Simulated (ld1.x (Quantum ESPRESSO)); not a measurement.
O: excitation energies, all-electron against RRKJ

- Element: oxygen (O)
- Generator: ld1.x (Quantum ESPRESSO) 7.5
- Type: norm-conserving RRKJ (Kleinman–Bylander form)
- Functional: BP86
- Relativity: fully relativistic
- Frozen core: [He]
- Valence charge: 6
- Reference configuration: 2s2 2p2 (charge +2)
- Partial waves: 2s (bound): rc 0.95 bohr; 2p (bound): rc 1.15 bohr; 3d channel at -0.15 Ry: rc 1.20 bohr
- Local potential: the d channel
- Core correction: Bessel-smoothed model core inside 0.70 bohr

Open shells are filled in proportion to 2j + 1 (rel_dist='average').

Energies are relative to the spin-unpolarised reference configuration 2s2 2p2; without spin polarisation the order of configurations can differ from experiment. The d channel is local and has no spin–orbit splitting in the pseudo-atom. The frozen-core shift is the all-electron ΔE with the core orbitals held at their reference shape minus the fully relaxed ΔE.

(1) Give the all-electron excitation energy and the error of the potential for: 2s2 2p4; 2s2 2p3; 2s2 2p1; 2s0 2p6; 2s2 2p4.3; 2s2 2p0; 2s1 2p5.

Levels in the configuration 2s2 2p0:

```tsv
level	all-electron (eV)	pseudo (eV)
2s j=1/2	-102.820	-102.437
```

## Answers

(1)

| valence configuration | charge | ΔE all-electron (eV) | error AE − PS (meV) | frozen-core shift (meV) |
| --- | --- | --- | --- | --- |
| 2s2 2p4 | 0 | -50.189 | +51 | +1.3 |
| 2s2 2p3 | +1 | -33.668 | +26 | +0.7 |
| 2s2 2p1 | +3 | 53.935 | +77 | +2.5 |
| 2s0 2p6 | 0 | -20.259 | +158 | +2.0 |
| 2s2 2p4.3 | -0.3 | -52.341 | +54 | +1.4 |
| 2s2 2p0 | +4 | 130.846 | +487 | +18 |
| 2s1 2p5 | 0 | -35.241 | +98 | +1.3 |
